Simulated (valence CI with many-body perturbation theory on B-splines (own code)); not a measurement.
Forbidden lines of Hf²²⁺

Method: relativistic CI+MBPT: four valence electrons over a frozen Dirac-Fock core [Kr] 4d10, radial functions for each j: 8 s, 8 p, 9 d, 9 f, 6 g, 3 h, 2 i, with the one-electron correlation potential Σ1, the two-electron term Σ2, the three-electron term Σ3, Breit, model QED; selected CI, second order for the rest, scaled by the run's own slope (own B-spline code, finite nucleus).

No measured spectrum was set against this ion. As an estimate, terms of the open shell hold to a few per cent of their energy, and close levels can change places. Core correlation moves these levels by up to 3300 cm⁻¹, and in measured spectra 5 to 20 % of such shifts remained as error; rates that hang on mixing are uncertain with them. Only levels of the ground parity were solved; by the run's estimate the other parity begins above the list, which can be wrong where configurations are misplaced.

Lines 51 to 100 of 120 in falling wavelength, among levels below 119250 cm⁻¹, chosen from the decays that carry over 1 % of a level's rate. Wavelengths and rates use the calculated energies, so an error of 2000 cm⁻¹ moves a line at 4268 Å by 8.5 % and its rate by three times that or more. Electric multipoles are in the length gauge, E1 and E2 with the static RPA response of the core. S is in atomic units (e²a₀⁴ for E2 and M2, e²a₀⁶ for E3), for M1 in squared Bohr magnetons. Weak lines are less certain than strong ones. Lines between different terms over intervals too small for the method are left out, as are lines whose strength nearly cancels. Where a level lies close to another of its J and parity, the split of strength between their lines is uncertain.

Names give the largest LS component (configuration and term), which can be under half, so a name can repeat, a term be missing and a line seem to break the LS rules; names also repeat where a configuration has a term twice. Letters in brackets count levels of one name in rising energy.

```
λ vac (Å)         Upper         Lower  Type   A (s⁻¹)  S (a.u.)
     4268  4f4 3G_3 [a]      4f4 5F_3    M1  6.96e+01  1.40e+00
     4267      4f4 3L_7      4f4 5I_7    M1  8.55e+01  3.70e+00
     4220      4f4 5G_4  4f4 3G_4 [a]    M1  7.67e+01  1.92e+00
     4210  4f4 3F_4 [a]  4f4 5F_5 [a]    M1  8.39e+01  2.09e+00
     4123      4f4 3I_5  4f4 5F_5 [a]    M1  2.72e+01  7.76e-01
     4046  4f4 5F_5 [b]  4f4 3G_4 [a]    M1  2.07e+01  5.59e-01
     4007      4f4 3P_1      4f4 5S_2    M1  1.46e+02  1.05e+00
     3936      4f4 3K_8      4f4 3L_7    M1  4.93e+01  1.89e+00
     3899      4f4 3K_7  4f4 3K_6 [a]    M1  2.45e+02  8.08e+00
     3767  4f4 1D_2 [a]      4f4 5G_2    M1  2.30e+01  2.28e-01
     3634  4f4 1D_2 [a]      4f4 5S_2    M1  1.06e+02  9.47e-01
     3626      4f4 3D_3      4f4 5G_3    M1  3.46e+01  4.28e-01
     3617  4f4 3F_4 [a]      4f4 5G_3    M1  7.99e+00  1.26e-01
     3568      4f4 3M_8      4f4 5I_7    M1  6.17e+01  1.76e+00
     3567      4f4 3I_5  4f4 3K_6 [a]    M1  1.61e+01  2.98e-01
     3566  4f4 3K_6 [a]      4f4 5I_6    M1  5.57e+01  1.22e+00
     3516  4f4 3G_4 [a]      4f4 5I_5    M1  4.58e+01  6.64e-01
     3470  4f4 3H_6 [a]  4f4 5F_5 [a]    M1  7.55e+00  1.52e-01
     3469  4f4 3H_6 [a]      4f4 3L_7    M1  9.59e-01  1.93e-02
     3454      4f4 3D_2      4f4 5F_1    M1  1.10e+02  8.44e-01
     3328      4f4 3D_3      4f4 5G_2    M1  1.18e+01  1.13e-01
     3246  4f4 1D_2 [a]      4f4 5F_3    M1  1.10e+01  6.97e-02
     3224      4f4 3D_3      4f4 5S_2    M1  2.22e+01  1.93e-01
     3145      4f4 3D_2      4f4 5F_2    M1  6.80e+00  3.92e-02
     3143      4f4 3L_7      4f4 5I_6    M1  1.59e+02  2.75e+00
     3142  4f4 5F_5 [a]      4f4 5I_6    M1  3.22e+01  4.08e-01
     3103  4f4 3G_3 [a]      4f4 5F_2    M1  4.62e+00  3.58e-02
     3068  4f4 3H_6 [a]  4f4 3K_6 [a]    M1  1.88e+01  2.62e-01
     3029      4f4 5F_2      4f4 5I_4    E2  1.25e-02  1.42e-02
     2924      4f4 3P_1      4f4 5F_1    M1  1.21e+02  3.37e-01
     2909  4f4 3F_4 [a]      4f4 5F_3    M1  4.48e+01  3.68e-01
     2720  4f4 1D_2 [a]      4f4 5F_1    M1  1.15e+02  4.29e-01
     2716      4f4 3D_3  4f4 3G_4 [a]    M1  1.57e+01  8.17e-02
     2711  4f4 3F_4 [a]  4f4 3G_4 [a]    M1  9.88e+01  6.57e-01
     2675      4f4 3I_5  4f4 3G_4 [a]    M1  7.13e+01  5.56e-01
     2646  4f4 3K_6 [a]      4f4 5I_5    M1  2.28e+02  2.04e+00
     2572      4f4 3M_9      4f4 5I_8    M1  5.43e+01  6.50e-01
     2544  4f4 3G_4 [a]      4f4 5I_4    M1  1.86e+02  1.02e+00
     2537      4f4 3P_0      4f4 5F_1    M1  2.05e+01  1.24e-02
     2525  4f4 1D_2 [a]      4f4 5F_2    M1  1.32e+01  3.93e-02
     2409      4f4 3K_8      4f4 5I_8    M1  5.73e+01  5.05e-01
     2405  4f4 5F_5 [a]      4f4 5I_5    M1  4.17e+01  2.37e-01
     2391      4f4 5F_3      4f4 5I_4    M1  6.75e+00  2.40e-02
     2355      4f4 5F_4      4f4 5I_5    M1  5.00e+01  2.18e-01
     2349      4f4 5D_0      4f4 5F_1    M1  3.07e+01  1.48e-02
     2320      4f4 3D_3      4f4 5F_2    M1  3.43e+00  1.11e-02
     2304  4f4 5F_5 [b]      4f4 5I_6    M1  7.55e+01  3.76e-01
     2225      4f4 3L_8      4f4 5I_7    M1  1.01e+01  7.00e-02
     2208      4f4 5G_6      4f4 5I_7    M1  5.41e+01  2.80e-01
     2207      4f4 3K_7      4f4 5I_7    M1  2.87e+01  1.71e-01
```
